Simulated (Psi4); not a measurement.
F₃OTa (SMILES [O]=[Ta]([F])([F])[F]), singlet, geometry from GFN2-xTB (such geometries of metal compounds can be far from the true shape) (core potentials on Ta); PBE/def2-SVP (Psi4).

Input for Psi4:
```
memory 2 GB

molecule mol {
0 1
  Ta    0.016939    0.009075   -0.019553
  O     1.067821    0.572063   -1.232560
  F     0.970074   -0.956009    1.218615
  F    -1.269464   -1.064294   -0.771854
  F    -0.787181    1.438195    0.807440
}

set basis def2-svp
set reference rks

energy('pbe')
print_variables()
```

It wrote (shortened):

```
   => Loading Basis Set <=

    Name: DEF2-SVP
    Role: ORBITAL
    Keyword: BASIS

    !!!  WARNING: ECP capability is in beta. Please check occupations closely.  !!!

         ---------------------------------------------------------
                                   SCF
               by Justin Turney, Rob Parrish, Andy Simmonett
                          and Daniel G. A. Smith
                              RKS Reference
         ---------------------------------------------------------

  ==> Geometry <==

    Molecular point group: c1
    Full point group: C1

    Geometry (in Angstrom), charge = 0, multiplicity = 1:

       Center              X                  Y                   Z               Mass
    ------------   -----------------  -----------------  -----------------  -----------------
         TA           0.018901407607     0.010126124441    -0.021817520663   180.947995800000
         O            1.069783407607     0.573114124441    -1.234824520663    15.994914619570
         F            0.972036407607    -0.954957875559     1.216350479337    18.998403162730
         F           -1.267501592393    -1.063242875559    -0.774118520663    18.998403162730
         F           -0.785218592393     1.439246124441     0.805175479337    18.998403162730

  Running in c1 symmetry.

  Rotational constants: A =      0.11027  B =      0.11027  C =      0.09871 [cm^-1]
  Rotational constants: A =   3305.72132  B =   3305.71988  C =   2959.22533 [MHz]
  Nuclear repulsion =  215.932424259171142

  Charge       = 0
  Multiplicity = 1
  Electrons    = 48
  Nalpha       = 24
  Nbeta        = 24

  ==> Algorithm <==

  SCF Algorithm Type is DF.
  DIIS enabled.
  MOM disabled.
  Fractional occupation disabled.
  Guess Type is SAD.
  Energy threshold   = 1.00e-06
  Density threshold  = 1.00e-06
  Integral threshold = 1.00e-12

  ==> Primary Basis <==

  Basis Set: DEF2-SVP
    Blend: DEF2-SVP
    Number of shells: 36
    Number of basis functions: 88
    Number of Cartesian functions: 97
    Spherical Harmonics?: true
    Max angular momentum: 3

  Core potential: DEF2-SVP
    Number of shells: 4
    Number of ECP primitives: 10
    Number of ECP core electrons: 60
    Max angular momentum: 3

  ==> DFT Potential <==

   => LibXC <=

    Version 7.1.2
    S. Lehtola, C. Steigemann, M. J. T. Oliveira, and M. A. L. Marques,  SoftwareX 7, 1–5 (2018) (10.1016/j.softx.2017.11.002)

   => Composite Functional: PBE <=

    PBE GGA Exchange-Correlation Functional

    J.P. Perdew et. al., Phys. Rev. Lett., 77(18), 3865-3868, 1996

    Deriv               =              1
    GGA                 =           TRUE
    Meta                =          FALSE

    Exchange Hybrid     =          FALSE
    MP2 Hybrid          =          FALSE

   => Exchange Functionals <=

    1.0000     XC_GGA_X_PBE

   => Correlation Functionals <=

    1.0000     XC_GGA_C_PBE

   => LibXC Density Thresholds  <==

    XC_GGA_C_PBE:  1.00E-12
    XC_GGA_X_PBE:  1.00E-15

   => Molecular Quadrature <=

    Radial Scheme          =       TREUTLER
    Pruning Scheme         =           NONE
    Nuclear Scheme         =       TREUTLER

    Blocking Scheme        =         OCTREE
    BS radius alpha        =              1
    Pruning alpha          =              1
    Radial Points          =             75
    Spherical Points       =            302
    Total Points           =         109422
    Total Blocks           =            880
    Max Points             =            256
    Max Functions          =             85
    Weights Tolerance      =       1.00E-15

   => Loading Basis Set <=

    Name: (DEF2-SVP AUX)
    Role: JKFIT
    Keyword: DF_BASIS_SCF

  ==> Integral Setup <==

  SCF_SUBTYPE=INCORE selected. In-core MEM_DF algorithm will be used.
  Using in-core AOs.

  ==> MemDFJK: Density-Fitted J/K Matrices <==

    J tasked:                   Yes
    K tasked:                    No
    wK tasked:                   No
[...]
    Mask sparsity (%):       2.7376
    Fitting Condition:        1E-10

   => Auxiliary Basis Set <=

  Basis Set: (DEF2-SVP AUX)
    Blend: DEF2-UNIVERSAL-JKFIT
    Number of shells: 145
    Number of basis functions: 535
    Number of Cartesian functions: 713
    Spherical Harmonics?: true
    Max angular momentum: 6

  Minimum eigenvalue in the overlap matrix is 1.1033554589E-02.
  Reciprocal condition number of the overlap matrix is 2.8060644156E-03.
    Using symmetric orthogonalization.

  ==> Pre-Iterations <==

  SCF Guess: Superposition of Atomic Densities via on-the-fly atomic UHF (no occupation information).

   -------------------------
    Irrep   Nso     Nmo
   -------------------------
     A         88      88
   -------------------------
    Total      88      88
   -------------------------

  ==> Iterations <==

                           Total Energy        Delta E     RMS |[F,P]|

   @DF-RKS iter SAD:  -430.45056578385237   -4.30451e+02   0.00000e+00
   @DF-RKS iter   1:  -430.79363745379447   -3.43072e-01   1.45524e-02 DIIS/ADIIS
   @DF-RKS iter   2:  -422.31349015737760    8.48015e+00   4.27200e-02 DIIS/ADIIS
   @DF-RKS iter   3:  -431.27371350540233   -8.96022e+00   8.13824e-03 DIIS/ADIIS
   @DF-RKS iter   4:  -431.16931893740639    1.04395e-01   9.66476e-03 DIIS/ADIIS
   @DF-RKS iter   5:  -431.44096840155515   -2.71649e-01   1.08992e-03 DIIS/ADIIS
   @DF-RKS iter   6:  -431.44054654620356    4.21855e-04   1.22892e-03 DIIS/ADIIS
   @DF-RKS iter   7:  -431.44466848388527   -4.12194e-03   4.34151e-04 DIIS/ADIIS
   @DF-RKS iter   8:  -431.44517741173962   -5.08928e-04   1.09122e-04 DIIS/ADIIS
   @DF-RKS iter   9:  -431.44521215910845   -3.47474e-05   1.66070e-05 DIIS
   @DF-RKS iter  10:  -431.44521298284843   -8.23740e-07   4.72538e-06 DIIS
   @DF-RKS iter  11:  -431.44521305474996   -7.19015e-08   1.04186e-06 DIIS
   @DF-RKS iter  12:  -431.44521305749896   -2.74900e-09   2.99796e-07 DIIS
  Energy and wave function converged.

  ==> Post-Iterations <==

   Electrons on quadrature grid:
      Ntotal   =   48.0000756387 ; deviation = 7.564e-05

    Orbital Energies [Eh]
    ---------------------

    Doubly Occupied:

[...]
    Virtual:

[...]
      88A    642.992728

    Final Occupation by Irrep:
              A
    DOCC [    24 ]
    NA   [    24 ]
    NB   [    24 ]

  @DF-RKS Final Energy:  -431.44521305749896

   => Energetics <=

    Nuclear Repulsion Energy =            215.9324242591711425
    One-Electron Energy =               -1046.7023548753377327
    Two-Electron Energy =                 445.7904439764060953
    DFT Exchange-Correlation Energy =     -46.4657264177384803
    Empirical Dispersion Energy =           0.0000000000000000
    VV10 Nonlocal Energy =                  0.0000000000000000
    Total Energy =                       -431.4452130574989610

Computation Completed

Properties will be evaluated at   0.000000,   0.000000,   0.000000 [a0]

Properties computed using the SCF density matrix

 Multipole Moments:

 ------------------------------------------------------------------------------------
     Multipole            Electronic (a.u.)      Nuclear  (a.u.)        Total (a.u.)
 ------------------------------------------------------------------------------------

 L = 1.  Multiply by 2.5417464519 to convert [e a0] to [Debye]
 Dipole X            :          1.3590477           -1.7426458           -0.3835981
 Dipole Y            :          0.7280966           -0.9335985           -0.2055018
 Dipole Z            :         -1.5687312            2.0115058            0.4427746
 Magnitude           :                                                    0.6208283

 ------------------------------------------------------------------------------------

  Variable Map:
  ----------------------------------------------------------------------------
[...]
  Array Variable Map:
  ----------------------------------------------------------------------------
[...]
[...]
```
